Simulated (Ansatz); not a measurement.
Reaction (formal hydrolysis of the Si–B bond): `B[Si](F)(F)F` + H₂O → `O[Si](F)(F)F` + BH₃

Isolated molecules relaxed with PBE0-D4/def2-TZVP in Ansatz; ΔE leaves out vibrations. CCSD(T)/CBS adds triple-zeta CCSD(T) − MP2 to the extrapolated MP2 energy (def2 sets, frozen cores). This one scheme is used for every species. Functionals use def2-TZVPP. One conformer a species, not always the lowest.

CCSD(T)/CBS gives -31.6 kcal/mol.

Question: Another level gave -32.3 kcal/mol. Which?
A. PBE-QIDH/def2-TZVPP
B. MP2/def2-TZVPP
C. PBE0-D4/def2-TZVPP
D. revPBE/def2-TZVPP

Answer: A. PBE-QIDH -32.3, PBE0-D4 -29.2, MP2/def2-TZVPP -33.9, revPBE -26.5 kcal/mol.

Largest T1 diagnostic among the species: 0.012.

Leaving LDA and LC-ωPBE aside and taking each functional with its dispersion term where it has one, the values, not all of them listed here, spread over 7.2 kcal/mol, from BHLYP-D4 to revPBE-D4. LDA lies −1.7 kcal/mol from PBE without D4. In def2-TZVPP, CCSD(T) changes the Hartree–Fock value by +5.1 kcal/mol (the triples alone add +0.6 kcal/mol) and MP2 by +3.6 kcal/mol. From PBE to PBE0 (25 % exact exchange), in def2-TZVPP and without D4, ΔE moves by −2.4 kcal/mol.
